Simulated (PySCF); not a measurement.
**Radial density of Sr²⁺ (strontium, charge +2)**

B97-3, [Kr], closed-shell 1S. Computed with PySCF 2.14 in x2c-QZVPPall (13s8p7d3f2g, 111 functions), with the spin-free X2C one-electron Hamiltonian (Gaussian nucleus).

```csv
r (bohr),4πr²ρ (e/bohr)
0.0396,43.51
0.0666,41.05
0.112,56.90
0.188,41.95
0.317,37.40
0.533,32.13
0.897,8.788
1.51,6.166
2.54,0.9556
4.27,0.01140
```

Densities and radii are taken from the X2C orbitals without a picture-change correction, which distorts them close to the nucleus.
